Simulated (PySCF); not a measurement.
**Atomic charges by several schemes**

Species: C6H8O.
Geometry (GFN2-xTB, Å), atoms numbered from 1 in this order:
```
atom  x, y, z in Å
C1     2.2270   -0.6142    1.0270
C2     1.5774   -0.3235   -0.2927
C3     0.6052    0.5136   -0.4648
C4    -0.3945    1.3386   -0.6201
C5    -1.8142    0.9466   -0.5166
C6    -2.0703   -0.4974   -0.1601
O7    -2.7044    1.7452   -0.6967
H8     1.7591   -0.0430    1.8241
H9     3.2853   -0.3596    0.9833
H10    2.1448   -1.6766    1.2540
H11    1.9797   -0.8585   -1.1445
H12   -0.2223    2.3834   -0.8460
H13   -1.5213   -1.1530   -0.8313
H14   -1.7216   -0.6834    0.8539
H15   -3.1344   -0.7102   -0.2187
```

Density: PBE0/pcSseg-1 (PySCF); schemes: Mulliken, IAO, Hirshfeld and ESP-fitted. Geometry: GFN2-xTB, one conformer, isolated molecule.

Q: For which atoms does the sign change between the 4 schemes (beyond +0.03 e in one, beyond −0.03 e in another)?

A: C3. Atomic charges aren't observables, and each scheme defines them in its own way.

Q: Which atoms carry the lowest charge in the Mulliken, IAO, Hirshfeld and ESP-fitted schemes?

A: The schemes don't all agree: Mulliken O7 (-0.362); IAO C6 (-0.479); Hirshfeld O7 (-0.243); ESP-fitted C6 (-0.563).

Q: Tabulate the Mulliken, IAO, Hirshfeld and ESP-fitted charges.

A: In e:

| atom | environment | Mulliken | IAO | Hirshfeld | ESP-fitted |
| --- | --- | --- | --- | --- | --- |
| C1 | methyl carbon | -0.225 | -0.415 | -0.105 | -0.299 |
| C2 | outer carbon of cumulated double bonds | -0.268 | -0.178 | -0.043 | -0.019 |
| C3 | central carbon of cumulated double bonds | +0.053 | +0.038 | +0.020 | -0.058 |
| C4 | outer carbon of cumulated double bonds | -0.206 | -0.253 | -0.076 | -0.393 |
| C5 | ketone carbonyl carbon | +0.169 | +0.387 | +0.159 | +0.766 |
| C6 | methyl carbon next to a carbonyl | -0.250 | -0.479 | -0.130 | -0.563 |
| O7 | ketone oxygen | -0.362 | -0.415 | -0.243 | -0.535 |
| H8 | methyl hydrogen | +0.125 | +0.156 | +0.049 | +0.128 |
| H9 | methyl hydrogen | +0.136 | +0.159 | +0.052 | +0.106 |
| H10 | methyl hydrogen | +0.132 | +0.156 | +0.051 | +0.103 |
| H11 | hydrogen on C2 | +0.145 | +0.173 | +0.062 | +0.122 |
| H12 | hydrogen on C4 | +0.136 | +0.182 | +0.058 | +0.190 |
| H13 | methyl hydrogen | +0.139 | +0.161 | +0.045 | +0.141 |
| H14 | methyl hydrogen | +0.139 | +0.164 | +0.050 | +0.163 |
| H15 | methyl hydrogen | +0.137 | +0.165 | +0.050 | +0.149 |

Mean size of the charges over all atoms: ESP-fitted 0.249 e, IAO 0.232 e, Mulliken 0.175 e, Hirshfeld 0.080 e. Each set sums to the total charge, 0, to within 0.001 e. The Mulliken scheme counts on each atom the diagonal of the density matrix times the overlap matrix over that atom's basis functions. The Hirshfeld scheme divides the density at each point in proportion to the densities of the neutral, spherically averaged free atoms.

Q: How many electrons does the IAO scheme count on C2?

A: Z − q = 6 − (-0.178) = 6.178.

Q: How closely do the schemes follow one another over all atoms?

A: Correlation coefficient and root-mean-square difference: Mulliken with IAO 0.95, 0.102 e; IAO with Hirshfeld 0.95, 0.173 e; Hirshfeld with ESP-fitted 0.93, 0.238 e; IAO with ESP-fitted 0.93, 0.127 e; Mulliken with Hirshfeld 0.93, 0.106 e; Mulliken with ESP-fitted 0.82, 0.201 e.

These values come from a run that also computed NMR shieldings. On one thread of an x86-64 server (shared host), this took 17 s of wall time.
